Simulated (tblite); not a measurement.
Species: C2ClF5O2S.
Cartesian coordinates in Å at the GFN2-xTB level; atoms count from 1:
```xyz
11
C2ClF5O2S angstrom
O      1.325   -1.198    1.394
S      1.363   -0.370    0.247
O      1.544   -0.912   -1.049
Cl     2.703    1.079    0.541
C     -0.230    0.636    0.201
F     -0.021    1.736   -0.525
F     -0.530    0.996    1.448
C     -1.301   -0.270   -0.426
F     -1.219   -0.232   -1.748
F     -2.537    0.065   -0.078
F     -1.092   -1.525   -0.031
```

All values are computed: GFN2-xTB (tblite) harmonic vibrations without scaling, gas phase. Errors from tens to a few hundred cm⁻¹ against measured bands are possible. One conformer, not necessarily the lowest.

Harmonic wavenumbers (cm⁻¹): 36.0, 51.3, 94.8, 128.9, 151.8, 177.4, 248.5, 256.9, 274.8, 314.7, 339.5, 349.0, 407.6, 459.1, 497.9, 530.9, 538.2, 567.7, 692.6, 888.7, 1085.2, 1101.1, 1129.2, 1147.3, 1157.4, 1223.7, 1339.7.

A = 1487, B = 686.5, C = 635.2 MHz; mass 217.923 u (most abundant isotopes); point group C1, symmetry number 1.

Task: Zero-point energy?

Result: Half the sum of the wavenumbers: 7595 cm⁻¹ = 90.86 kJ/mol.

Task: What is S at 200 K and 1 bar for an ideal gas of classical rigid rotors and harmonic oscillators?

Result: Translation 167.71, rotation 122.98, vibration 100.29: S = 391.0 J/(mol K).

Task: And Cp and H(200 K) − H(0)?

Result: Cp = 136.70 J/(mol K), of which vibrations give 103.44 (their classical limit is 27 R = 224.5); H(200 K) − H(0) = 17.43 kJ/mol without the zero-point energy, 10.78 from vibrations.

Task: Which modes carry the vibrational entropy at 200 K?

Result: 36.0 cm⁻¹: 19.57; 51.3 cm⁻¹: 16.65; 94.8 cm⁻¹: 11.66; 128.9 cm⁻¹: 9.23; 151.8 cm⁻¹: 7.98; 177.4 cm⁻¹: 6.83 J/(mol K); the other 21 give 28.36 together.

Task: How do the functions run with temperature in this model?

Result: 
```tsv
T (K)	S (J/(mol K))	Cp (J/(mol K))	H − H(0) (kJ/mol)	G − H(0) (kJ/mol)	ln q(vib)
50	262.9	59.8	2.24	-10.90	0.81
100	313.4	89.2	5.97	-25.37	2.33
298.15	451.7	167.7	32.46	-102.21	8.67
373.15	491.3	185.5	45.74	-137.61	10.90
500	548.9	207.1	70.74	-203.69	14.37
750	637.9	230.3	125.81	-352.59	20.29
1000	705.8	241.0	184.89	-520.88	25.25
```

q(vib) and H(0) count from the zero-point level.

Task: Blend soft modes into free rotors: weight 1/[1 + (100 cm⁻¹/ν̃)⁴] for the oscillator and the rest for a rotor with moment μB/(μ + B), μ = h/(8π²ν), B = 10⁻⁴⁴ kg m². What vibrational entropy results?

Result: 91.74 J/(mol K) in place of 100.29, which changes −T·S at 200 K by +1.71 kJ/mol.

Hindered rotation and anharmonicity are outside this model. Other conformers, if any are populated, would add a mixing term that is left out. The structure is chiral; the term R ln 2 for an equal mix with its mirror image is left out.
